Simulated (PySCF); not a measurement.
Identify the unknown among the candidates.

All candidates are C6H13NO.

| technique | computed result |
| --- | --- |
| Dipole | 3.68 D [PBE0/pcSseg-1] |
| NMR, other nuclei | isotropic shieldings of nuclei other than C and H, by class: 132 (1 N), -85 (1 O) ppm [GIAO PBE0/pcSseg-1] |
| Rotational structure | rotational constants A, B, C: 3.478, 0.997, 0.933 GHz [GFN2-xTB] |
| 13C NMR | chemical shifts (computed TMS as zero) by class: 169.1 (1 C), 40.9 (1 C), 38.7 (1 C), 24.2 (1 C), 24.0 (1 C), 16.9 (1 C) ppm [GIAO PBE0/pcSseg-1] |
| 1H NMR | chemical shifts (computed TMS as zero) by class: 4.16 (1 H), 3.59 (2 H), 1.88 (3 H), 1.37 (2 H), 1.20 (2 H), 1.01 (3 H) ppm [GIAO PBE0/pcSseg-1] |

Gas-phase values; electronic properties from PySCF, density fitting. Levels stand in brackets. Isolated species at its GFN2-xTB geometry (one conformer only). NMR values are class means; diastereotopic atoms form classes of their own.

Question: Which candidate is it?
A. `CN1CCC(O)CC1`
B. `CC(=O)CCN(C)C`
C. `CCCCNC(C)=O`
D. `CCN(CC)C(C)=O`
E. `COC/C=C/N(C)C`

Answer: C. It is `CCCCNC(C)=O`. Numbering: `[CH3:1][CH2:2][CH2:3][CH2:4][NH:5][C:6]([CH3:7])=[O:8]`. Its formula, C6H13NO, gives 1 degree of unsaturation: 0 rings and 1 π bond in the structure found. 6 carbons fall into 6 classes; from least to most shielded: amide carbonyl carbon [C6] (169.1 ppm), sp3 carbon bound to nitrogen [C4] (40.9 ppm), chain CH2 carbon [C3] (38.7 ppm), methyl carbon next to a carbonyl [C7] (24.2 ppm), chain CH2 carbon [C2] (24.0 ppm), methyl carbon [C1] (16.9 ppm). Hydrogen classes from least to most shielded: 1 H on an amide nitrogen, N5 (4.16 ppm), 2 H on an sp3 carbon bound to nitrogen, C4 (3.59 ppm, a mean of values up to 1.5 ppm apart in this geometry), 3 H on a methyl carbon next to a carbonyl, C7 (1.88 ppm), 2 H on a chain CH2 carbon, C2 (1.37 ppm), 2 H on a chain CH2 carbon, C3 (1.20 ppm), 3 H on a methyl carbon, C1 (1.01 ppm, a mean of values up to 0.5 ppm apart in this geometry). The other shieldings belong to: 132 ppm, amide nitrogen [N5]; -85 ppm, amide oxygen [O8]. The optimised geometry has point group C1 and is an asymmetric top.

The others, at the same levels:
- `CN1CCC(O)CC1` fails: it has 4 carbon classes against 6; its computed 13C shifts are 73.7 (1 C), 57.8 (2 C), 48.3 (1 C), 41.3 (2 C) ppm, 1H shifts are 3.28 (1 H), 2.72 (2 H), 2.28 (3 H), 1.95 (2 H), 1.85 (2 H), 1.21 (2 H), -0.14 (1 H) ppm and rotational constant A is 4.465 GHz (against 3.478 GHz).
- `COC/C=C/N(C)C` fails: it has 5 carbon classes against 6; its computed 13C shifts are 149.7 (1 C), 99.4 (1 C), 76.6 (1 C), 56.0 (1 C), 41.9 (2 C) ppm, 1H shifts are 6.01 (1 H), 4.22 (1 H), 4.02 (2 H), 3.28 (3 H), 2.65 (6 H) ppm and rotational constant A is 4.451 GHz (against 3.478 GHz).
- `CCN(CC)C(C)=O` fails: its computed 13C shifts are 169.7 (1 C), 44.1 (1 C), 41.3 (1 C), 23.4 (1 C), 15.3 (1 C), 14.0 (1 C) ppm, 1H shifts are 3.44 (2 H), 3.15 (2 H), 2.03 (3 H), 1.08 (3 H), 1.01 (3 H) ppm and rotational constant A is 2.072 GHz (against 3.478 GHz).
- `CC(=O)CCN(C)C` fails: it has 5 carbon classes against 6; its computed 13C shifts are 214.0 (1 C), 59.8 (1 C), 45.9 (2 C), 44.1 (1 C), 35.5 (1 C) ppm, 1H shifts are 2.65 (3 H), 2.38 (2 H), 2.29 (6 H), 2.14 (2 H) ppm and smallest rotational constant is 1.164 GHz (against 0.933 GHz).

Each candidate is one conformer, not necessarily the lowest. The conformers computed, where there is a choice (atom-mapped SMILES and torsion angles):
- `[CH3:1][CH2:2][CH2:3][CH2:4][NH:5][C:6]([CH3:7])=[O:8]`: C1–C2–C3–C4 -179°, C2–C3–C4–N5 64°, C3–C4–N5–C6 -113°, C4–N5–C6–C7 176°
- `[CH3:1][O:2][CH2:3]/[CH:4]=[CH:5]/[N:6]([CH3:7])[CH3:8]`: C1–O2–C3–C4 67°, O2–C3–C4–C5 -112°, C4–C5–N6–C7 7°
- `[CH3:1][CH2:2][N:3]([CH2:4][CH3:5])[C:6]([CH3:7])=[O:8]`: C1–C2–N3–C4 88°, C2–N3–C4–C5 86°, C2–N3–C6–C7 180°
- `[CH3:1][C:2](=[O:3])[CH2:4][CH2:5][N:6]([CH3:7])[CH3:8]`: C1–C2–C4–C5 -81°, C2–C4–C5–N6 70°, C4–C5–N6–C7 -150°

The conformers of `CN1CCC(O)CC1` aren't listed.
